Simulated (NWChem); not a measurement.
Species: Zn cation, doublet

Results from NWChem. Pople sets run with spherical d functions. Spin-unrestricted. No stability test was run on the SCF state. Fermi-contact couplings, non-relativistic, static geometry.

| level | basis functions | <S²> |
|---|---|---|
| PBE0/6-31G* | 34 | 0.750 |
| PBE0/def2-SVP | 31 | 0.750 |
| PBE0/def2-TZVP | 48 | 0.751 |
| PBE0/cc-pVTZ | 68 | 0.751 |
